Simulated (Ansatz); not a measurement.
Compare A (`BOCC`) with its isomer B (`CB(C)O`).

Computed with Ansatz on PBE0-D4/def2-TZVP structures; ΔE is electronic, products minus reactants. CCSD(T)/CBS adds triple-zeta CCSD(T) − MP2 to the extrapolated MP2 energy (def2 sets, frozen cores). Functionals use def2-TZVPP. B3LYP here is the variant with VWN-RPA as its local correlation; programs differ in this. One conformer a species, not always the lowest.

(1) Which is lower in electronic energy at CCSD(T)/CBS, and by how much? (An estimate is asked.)

(2) Give E(B) − E(A) in kJ/mol with MP2/def2-TZVPP, PBE0-D4, r2SCAN-D4, B3LYP-D4, CCSD(T)/def2-TZVPP, HF/def2-TZVPP, PBE-D4. (Estimate.)

(3) Does the order hold for the free energy at 298.15 K (harmonic terms from PBE0-D4)? (Best estimate.)

Largest T1 diagnostic: 0.013.

Results:

(1) Computed: B, by 135.4 kJ/mol.

(2) The calculation gave: MP2/def2-TZVPP -138.6, PBE0-D4 -139.4, r2SCAN-D4 -141.5, B3LYP-D4 -130.2, CCSD(T)/def2-TZVPP -132.8, HF/def2-TZVPP -119.9, PBE-D4 -137.3. None reverses the order clearly.

(3) Ansatz gave: Yes: G(B) − G(A) = -138.9 kJ/mol, for one conformer each.

In def2-TZVPP, CCSD(T) changes the Hartree–Fock value by −12.9 kJ/mol (the triples alone add −0.1 kJ/mol) and MP2 by −18.7 kJ/mol. Leaving LDA and LC-ωPBE aside and taking each functional with its dispersion term where it has one, the values, not all of them listed here, spread over 18.4 kJ/mol, from B97M-V to BLYP-D4. LDA lies −3.7 kJ/mol from PBE without D4.
